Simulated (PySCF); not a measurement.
# First-order multiplets

Cartesian coordinates in Å; atom numbers follow the order of the lines, from 1:
```xyz
10

C    -1.815   -1.025    0.162
C    -0.620   -0.651   -0.316
C     0.123    0.496    0.176
C     1.316    0.853   -0.317
Br    2.289    2.325    0.304
H    -2.342   -1.895   -0.236
H    -2.303   -0.471    0.969
H    -0.157   -1.228   -1.125
H    -0.325    1.083    0.985
H     1.816    0.309   -1.123
```

Theoretical values (PySCF): shieldings: GIAO PBE0/pcSseg-1, B3LYP/pcJ-1 (pcSseg-1 on Br) coupling constants (without the spin–dipole term), coordinates at the PBE0-D3(BJ)/def2-SVP level. Relativity neglected, gas phase, single conformer.

δ = σ(ref) − σ, references computed at the same level: TMS for $^{1}$H.

Spectrometer: 400 MHz for $^{1}$H. First-order analysis; couplings under 1 Hz (under 4 Hz in carbon signals) are ignored, and nearly equal couplings are merged; the smaller ones broaden or split the lines further.

(1) What pattern does H9 show ($^{1}$H)?

(2) What pattern does H8 show ($^{1}$H)?

(3) What pattern does H6 show ($^{1}$H)?

(4) What pattern does H7 show ($^{1}$H)?

Answers

(1) A doublet of doublets of doublets at δ 6.68: 15.1 Hz to H10 (1 × $^{1}$H, 3 bonds away), 12.4 Hz to H8 (1 × $^{1}$H, 3 bonds away), 1.0 Hz to H6 (1 × $^{1}$H, 4 bonds away). Lines in Hz from the centre (relative intensity): +14.2 (1), +13.2 (1), +1.9 (1), +0.8 (1), -0.8 (1), -1.9 (1), -13.2 (1), -14.2 (1). The outer lines are 28.5 Hz apart, the sum of the couplings kept, or 0.071 ppm at this field.

(2) A doublet of doublets of doublets at δ 6.35: 18.2 Hz to H7 (1 × $^{1}$H, 3 bonds away), 12.4 Hz to H9 (1 × $^{1}$H, 3 bonds away), 11.6 Hz to H6 (1 × $^{1}$H, 3 bonds away). Lines in Hz from the centre (relative intensity): +21.1 (1), +9.5 (1), +8.7 (1), +2.9 (1), -2.9 (1), -8.7 (1), -9.5 (1), -21.1 (1). The outer lines are 42.2 Hz apart, the sum of the couplings kept, or 0.106 ppm at this field.

(3) A doublet of quartets at δ 5.41: 11.6 Hz to H8 (1 × $^{1}$H, 3 bonds away), 1.2 Hz to H7 and H10 and H9 (3 × $^{1}$H, 2 or 4 or 5 bonds away). Lines in Hz from the centre (relative intensity): +7.6 (1), +6.4 (3), +5.2 (3), +4.0 (1), -4.0 (1), -5.2 (3), -6.4 (3), -7.6 (1). The outer lines are 15.2 Hz apart, the sum of the couplings kept, or 0.038 ppm at this field.

(4) A doublet of triplets at δ 5.47: 18.2 Hz to H8 (1 × $^{1}$H, 3 bonds away), 1.3 Hz to H6 and H10 (2 × $^{1}$H, 2 or 5 bonds away). Lines in Hz from the centre (relative intensity): +10.4 (1), +9.1 (2), +7.8 (1), -7.8 (1), -9.1 (2), -10.4 (1). The outer lines are 20.8 Hz apart, the sum of the couplings kept, or 0.052 ppm at this field.

Relativistic effects, spin–orbit coupling among them, are left out; they matter for Br and for the light atoms bonded to it. Unscaled 3J(H,H) at this level run about 10 % above measured values.
